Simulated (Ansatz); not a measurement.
Input for Ansatz (a program for electronic structure): R-PBE0/def2-TZVPP on HfGe, 2S+1 = 1, a spin state set in the input, which need not be the lowest. Elements past Kr take the def2 small-core potentials; no spin–orbit coupling.

Ansatz 0.2 input:
```yaml
crystal:
  periodic: [false, false, false]
  atoms:
    - {symbol: Hf, position_ang: [0.00000000, 0.00000000, 0.00000000]}
    - {symbol: Ge, position_ang: [0.00000000, 0.00000000, 2.80300000]}
basis:
  gaussian:
    orbitals: def2-TZVPP
hamiltonian:
  xc: {name: PBE0}
relax: {f_tol: 0.002, max_steps: 120}
```

Program output:

```
WARN ansatz: RAYON_NUM_THREADS=1 ignored (pool sized by the plan → 1); use --threads N
Functional definition: PBE0
integrals: 0.03 GiB planned
805 factors; their error is unknown
mean field: 0.32 GiB planned
mean field evaluation 1: about -57804.6759 eV, gradient 3.9e1 eV
mean field evaluation 2: about -57684.5370 eV, gradient 1.4e2 eV
mean field evaluation 4: about -57810.9330 eV, gradient 1.4e1 eV
mean field evaluation 8: about -57811.6586 eV, gradient 1.3e0 eV
mean field evaluation 16: about -57811.9476 eV, gradient 4.0e-5 eV
mean field evaluation 32: about -57811.7915 eV, gradient 5.1e0 eV
mean field -57811.94757398 eV, -2124.5498869983 hartree, gradient 2.5e-6 eV, S^2 0.000000; 2 other end points of the search recorded, 0 dependent functions left out
the calculation of the forces begins
reference -57811.94759586 eV, -2124.5498878022 hartree; 22, 22 occupied and 82, 82 virtual orbitals, 805 factors
relax step   1: F+E_penalty+E_count = -57811.94757398 eV  Δ(F+E_penalty+E_count) = +0.000e0 eV  max|allowed force component| = 3.292e0 eV/Å  Δτ_max = 0.0000 Å  (99 SCF iters, accepted)
these checks for a lower state are left out or cut short: starts, cluster_reference, orbital_swaps, neighbouring_geometries, increment
integrals: 0.03 GiB planned
805 factors; their error is unknown
mean field: 0.33 GiB planned
mean field -57812.87399739 eV, -2124.5839324307 hartree, gradient 2.0e-5 eV, S^2 0.000000; 0 other end points of the search recorded, 0 dependent functions left out
the calculation of the forces begins
reference -57812.87401849 eV, -2124.5839332062 hartree; 22, 22 occupied and 82, 82 virtual orbitals, 805 factors
relax step   2: F+E_penalty+E_count = -57812.87399739 eV  Δ(F+E_penalty+E_count) = -9.264e-1 eV  max|allowed force component| = 6.641e-1 eV/Å  Δτ_max = 0.1950 Å  (44 SCF iters, accepted)
these checks for a lower state are left out or cut short: starts, cluster_reference, orbital_swaps, neighbouring_geometries, increment
integrals: 0.03 GiB planned
805 factors; their error is unknown
mean field: 0.33 GiB planned
mean field -57812.87066615 eV, -2124.5838100096 hartree, gradient 2.8e-5 eV, S^2 0.000000; 0 other end points of the search recorded, 0 dependent functions left out
the calculation of the forces begins
reference -57812.87068709 eV, -2124.5838107794 hartree; 22, 22 occupied and 82, 82 virtual orbitals, 805 factors
relax step   3: F+E_penalty+E_count = -57812.87066615 eV  Δ(F+E_penalty+E_count) = +3.331e-3 eV  max|allowed force component| = 8.213e-1 eV/Å  Δτ_max = 0.0440 Å  (42 SCF iters, rejected (line search))
these checks for a lower state are left out or cut short: starts, cluster_reference, orbital_swaps, neighbouring_geometries, increment
integrals: 0.03 GiB planned
805 factors; their error is unknown
mean field: 0.33 GiB planned
mean field evaluation 64: about -57812.8887 eV, gradient 1.3e-5 eV
mean field -57812.88865363 eV, -2124.5844710374 hartree, gradient 1.3e-5 eV, S^2 0.000000; 0 other end points of the search recorded, 0 dependent functions left out
the calculation of the forces begins
reference -57812.88867465 eV, -2124.5844718101 hartree; 22, 22 occupied and 82, 82 virtual orbitals, 805 factors
relax step   4: F+E_penalty+E_count = -57812.88865363 eV  Δ(F+E_penalty+E_count) = -1.466e-2 eV  max|allowed force component| = 1.004e-3 eV/Å  Δτ_max = 0.0215 Å  (39 SCF iters, accepted)
integrals: 0.03 GiB planned
805 factors; their error is unknown
mean field: 0.33 GiB planned
mean field -57812.88865363 eV, -2124.5844710374 hartree, gradient 1.3e-5 eV, S^2 0.000000; 2 other end points of the search recorded, 0 dependent functions left out
the calculation of the forces begins
reference -57812.88867465 eV, -2124.5844718101 hartree; 22, 22 occupied and 82, 82 virtual orbitals, 805 factors
Total energy: -57812.88867465 eV, -2124.5844718101 hartree
Atom 0 at     0.000000     0.000000     0.216456 Å, force     0.000000    -0.000000     0.001004 eV/Å
Atom 1 at    -0.000000    -0.000000     2.586544 Å, force     0.000000     0.000000    -0.001004 eV/Å
Dipole moment:     0.000000     0.000000    -0.679735 e Å
```

The calculation finished and met its thresholds.

Cost: about 12 core-seconds (a rough figure).
